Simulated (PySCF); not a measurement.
Cl2GeH4OSi. Atoms are numbered in the order given.

```xyz
9

Si     1.0565     0.1168    -0.7555
Cl     0.8552     2.1368    -0.3361
Cl     2.1939    -0.7251     0.7545
O     -0.4156    -0.5815    -0.8061
Ge    -1.8286    -0.5970     0.3185
H      1.7487    -0.0532    -2.0436
H     -2.8518     0.4039    -0.2409
H     -2.3529    -2.0398     0.2879
H     -1.3308    -0.1900     1.7165
```

Geometry: B3LYP-D3(BJ)/def2-SVP. The structure was generated by enumeration, and PubChem lists no compound with its InChIKey, so it may never have been made. The values are those of a single conformer.

Computed with KT2/pcSseg-1 in PySCF.

GIAO shieldings, no solvent; atoms listed in one row are averaged. δ = σ(ref) − σ: ²⁹Si against TMS (σ = 361.9 ppm); ³⁵Cl against HCl (σ = 945.4 ppm); ¹⁷O against H2O (σ = 330.4 ppm); ⁷³Ge against GeH4 (σ = 1669.3 ppm); ¹H against TMS (σ = 31.47 ppm), references at their B3LYP-D3(BJ)/def2-TZVP geometries, non-relativistic (without spin–orbit terms, shifts of atoms bonded to Cl or Br come out too high).

**Question.** Estimate the chemical shifts. (Estimate from the structure and the level; the computed values follow.)

**Answer.** 
```csv
nucleus,atoms,count,δ (ppm)
²⁹Si,Si1,1,-8.8
³⁵Cl,Cl2,1,152.4
³⁵Cl,Cl3,1,150.9
¹⁷O,O4,1,83.0
⁷³Ge,Ge5,1,258.5
¹H,H6,1,6.17
¹H,"H7, H8, H9",3,5.72
```
